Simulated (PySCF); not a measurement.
Isomers of C5H6O4Si, mass 158.004 u with the commonest isotopes. Computed with PBE0/pcSseg-1 in PySCF (dipole) on a GFN2-xTB geometry, gas phase. One conformer each, none proved a minimum here; rigid rotors.

Problem. Order these by radius of gyration √(Σ m r²/M), smallest first.
A. `[CH:1]#[C:2][C:3](=[O:4])[O:5][Si@H:6]([CH3:7])[C:8](=[O:9])[OH:10]` with C2–C3–O5–Si6 180°, C3–O5–Si6–C7 -66°, O5–Si6–C8–O9 118°, Si6–C8–O10–H 180°
B. `[CH2:1]=[CH:2][Si:3]1([CH3:4])[O:5][C:6](=[O:7])[C:8](=[O:9])[O:10]1` with C1–C2–Si3–C4 132°
C. `[CH:1]#[C:2][C:3](=[O:4])[O:5][Si@H:6]([CH3:7])[O:8][CH:9]=[O:10]` with C2–C3–O5–Si6 179°, C3–O5–Si6–C7 -64°, O5–Si6–O8–C9 -179°, Si6–O8–C9–O10 1°

Solution. B (2.144 Å), A (2.471 Å), C (2.527 Å).

Problem. Order these by rotational constant A, smallest first.
A. `[CH:1]#[C:2][C:3](=[O:4])[O:5][Si@H:6]([CH3:7])[C:8](=[O:9])[OH:10]` with C2–C3–O5–Si6 180°, C3–O5–Si6–C7 -66°, O5–Si6–C8–O9 118°, Si6–C8–O10–H 180°
B. `[CH:1]#[C:2][C:3](=[O:4])[O:5][Si@H:6]([CH3:7])[O:8][CH:9]=[O:10]` with C2–C3–O5–Si6 179°, C3–O5–Si6–C7 -64°, O5–Si6–O8–C9 -179°, Si6–O8–C9–O10 1°
C. `[CH2:1]=[CH:2][Si:3]1([CH3:4])[O:5][C:6](=[O:7])[C:8](=[O:9])[O:10]1` with C1–C2–Si3–C4 132°

Solution. C (1669 MHz), A (1882 MHz), B (2933 MHz).

Problem. Order these by rotational constant C, largest first.
A. `[CH2:1]=[CH:2][Si:3]1([CH3:4])[O:5][C:6](=[O:7])[C:8](=[O:9])[O:10]1` with C1–C2–Si3–C4 132°
B. `[CH:1]#[C:2][C:3](=[O:4])[O:5][Si@H:6]([CH3:7])[C:8](=[O:9])[OH:10]` with C2–C3–O5–Si6 180°, C3–O5–Si6–C7 -66°, O5–Si6–C8–O9 118°, Si6–C8–O10–H 180°
C. `[CH:1]#[C:2][C:3](=[O:4])[O:5][Si@H:6]([CH3:7])[O:8][CH:9]=[O:10]` with C2–C3–O5–Si6 179°, C3–O5–Si6–C7 -64°, O5–Si6–O8–C9 -179°, Si6–O8–C9–O10 1°

Solution. A (836.6 MHz), B (552.9 MHz), C (515.9 MHz).

| SMILES | point group | Ia (u·Å²) | Ib (u·Å²) | Ic (u·Å²) | κ | μa (D) | μb (D) | μc (D) |
| --- | --- | --- | --- | --- | --- | --- | --- | --- |
| C#CC(=O)O[Si@H](C)C(=O)O | C1 | 268.53 | 747.61 | 913.97 | -0.81 | 0.34 | 1.59 | 0.12 |
| C=C[Si]1(C)OC(=O)C(=O)O1 | C1 | 302.85 | 545.05 | 604.11 | -0.78 | 6.37 | 1.14 | 0.44 |
| C#CC(=O)O[Si@H](C)OC=O | C1 | 172.28 | 866.66 | 979.67 | -0.94 | 1.35 | 1.99 | 1.42 |
